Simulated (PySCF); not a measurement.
Molecule (SMILES): PP (P2H4).
Geometry (B3LYP-D3(BJ)/def2-TZVP, fixed):
```
P
H 1 1.4206
H 1 1.4206 2 92.33
P 1 2.2503 2 93.65 3 -93.89
H 4 1.4206 1 93.65 2 -86.71
H 4 1.4206 5 92.33 1 93.89
```
Charge 0, spin multiplicity 1.

Basis-set convergence of the mean static polarisability at HF with PySCF. All functions are spherical. Density fitting with generated auxiliary sets. In sets without p functions on hydrogen, species with hydrogen take exact integrals. No added dispersion term, no relativity. Reference: the value in aug-pcseg-2, 57.65 bohr³, itself unsure by roughly 0.1 % (its distance from aug-cc-pV(T+d)Z). Deviations are taken from unrounded values.

```json
[
 {"basis": "6-31G*", "functions": "44", "mean static polarisability (bohr³)": "45.09"},
 {"basis": "6-31+G*", "functions": "52", "mean static polarisability (bohr³)": "48.59"},
 {"basis": "def2-SVP", "functions": "56", "mean static polarisability (bohr³)": "45.09"},
 {"basis": "def2-SVPD", "functions": "80", "mean static polarisability (bohr³)": "55.55"},
 {"basis": "pcseg-1", "functions": "56", "mean static polarisability (bohr³)": "49.09"},
 {"basis": "aug-pcseg-1", "functions": "90", "mean static polarisability (bohr³)": "57.09"},
 {"basis": "cc-pV(D+d)Z", "functions": "66", "mean static polarisability (bohr³)": "47.21"},
 {"basis": "aug-cc-pV(D+d)Z", "functions": "100", "mean static polarisability (bohr³)": "57.15"},
 {"basis": "6-311G**", "functions": "76", "mean static polarisability (bohr³)": "49.71"},
 {"basis": "6-311+G**", "functions": "84", "mean static polarisability (bohr³)": "49.83"},
 {"basis": "def2-TZVP", "functions": "98", "mean static polarisability (bohr³)": "52.07"},
 {"basis": "def2-TZVPD", "functions": "122", "mean static polarisability (bohr³)": "57.29"},
 {"basis": "pcseg-2", "functions": "124", "mean static polarisability (bohr³)": "50.80"},
 {"basis": "aug-pcseg-2", "functions": "192", "mean static polarisability (bohr³)": "57.65"},
 {"basis": "cc-pV(T+d)Z", "functions": "134", "mean static polarisability (bohr³)": "52.31"},
 {"basis": "aug-cc-pV(T+d)Z", "functions": "202", "mean static polarisability (bohr³)": "57.72"},
 {"basis": "def2-TZVPP", "functions": "140", "mean static polarisability (bohr³)": "52.64"},
 {"basis": "def2-TZVPPD", "functions": "164", "mean static polarisability (bohr³)": "57.37"},
 {"basis": "def2-QZVPP", "functions": "260", "mean static polarisability (bohr³)": "55.64"},
 {"basis": "def2-QZVPPD", "functions": "284", "mean static polarisability (bohr³)": "57.67"}
]
```

What the diffuse functions change, pair by pair:
- 6-31G* to 6-31+G*: 8 more functions, deviation -21.8 to -15.7 %
- def2-SVP to def2-SVPD: 24 more functions, deviation -21.8 to -3.6 %
- pcseg-1 to aug-pcseg-1: 34 more functions, deviation -14.8 to -1.0 %
- cc-pV(D+d)Z to aug-cc-pV(D+d)Z: 34 more functions, deviation -18.1 to -0.9 %
- 6-311G** to 6-311+G**: 8 more functions, deviation -13.8 to -13.6 %
- def2-TZVP to def2-TZVPD: 24 more functions, deviation -9.7 to -0.6 %
- pcseg-2 to aug-pcseg-2: 68 more functions, deviation -11.9 to 0.0 %
- cc-pV(T+d)Z to aug-cc-pV(T+d)Z: 68 more functions, deviation -9.3 to 0.1 %
- def2-TZVPP to def2-TZVPPD: 24 more functions, deviation -8.7 to -0.5 %
- def2-QZVPP to def2-QZVPPD: 24 more functions, deviation -3.5 to 0.0 %

Leaving out the reference's own pair, they bring the value nearer the reference by more than 0.1 % in 9 of 9 pairs.
